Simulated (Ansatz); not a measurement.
Start from `N[C](F)(F)[GeH3]` and change one atom or group to get `N[C](O)(F)[GeH3]`.

Ansatz, PBE0-D4/def2-TZVP geometries, multiplicity 1. Each molecule was computed in one conformer, which needn't be the lowest.

Scalar relativity is left out up to krypton.

| property | `N[C](F)(F)[GeH3]` |
| --- | --- |
| LUMO energy (PBE/def2-TZVPP) / eV | -0.43 |
| HOMO energy (PBE0/def2-TZVPP) / eV | -7.59 |
| LUMO energy (PBE0/def2-TZVPP) / eV | 0.37 |
| LUMO energy (ωB97M-V/def2-TZVPP) / eV | 1.91 |
| HOMO–LUMO gap (B3LYP/def2-TZVPP) / eV | 7.45 |
| HOMO energy (B3LYP/def2-TZVPP) / eV | -7.40 |

(1) Give the same properties after the change, and the shifts. (An estimate is asked.)

## Answers

(1) The calculation gave: 
| property | `N[C](O)(F)[GeH3]` | shift |
| --- | --- | --- |
| LUMO energy (PBE/def2-TZVPP) / eV | -0.23 | 0.20 |
| HOMO energy (PBE0/def2-TZVPP) / eV | -7.65 | -0.06 |
| LUMO energy (PBE0/def2-TZVPP) / eV | 0.61 | 0.24 |
| LUMO energy (ωB97M-V/def2-TZVPP) / eV | 2.05 | 0.14 |
| HOMO–LUMO gap (B3LYP/def2-TZVPP) / eV | 7.66 | 0.21 |
| HOMO energy (B3LYP/def2-TZVPP) / eV | -7.43 | -0.03 |

With PBE0 the HOMO falls by 0.06 eV and the LUMO rises by 0.24 eV, so the gap widens by about 0.30 eV. PBE moves the HOMO by 0.09 eV and ωB97M-V by -0.15 eV.

B3LYP here is the variant with VWN-RPA as its local correlation; programs differ in this.
